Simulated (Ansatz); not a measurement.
Cartesian coordinates in Å:
```
C 0.505 0.847 1.172
O 1.136 -0.232 0.527
In 0.348 -1.220 -0.973
C -1.556 -0.395 -1.424
N -2.590 0.057 -1.666
H -0.483 1.090 0.761
H 0.378 0.619 2.236
H 1.131 1.743 1.092
H 1.130 -2.509 -1.726
```

The species carries charge 0 and has multiplicity 1. In: def2 effective core potential.

**Question.** List the PBE0/def2-TZVPP orbital energies in eV (Ansatz). (An estimate is asked.)

**Answer.** Ansatz gave: Occupied: -522.54, -391.45, -279.22, -278.83, -129.37, -85.88, -85.60, -85.54, -27.77, -25.26, -22.56, -22.37, -22.34, -22.32, -22.25, -18.51, -14.34, -12.48, -12.38, -12.25, -10.79, -9.85, -9.84, -9.63, -8.31, -7.98. Lowest empty: -2.21, -1.06, -0.28, 1.01, 1.04, 1.20, 1.57, 2.29.
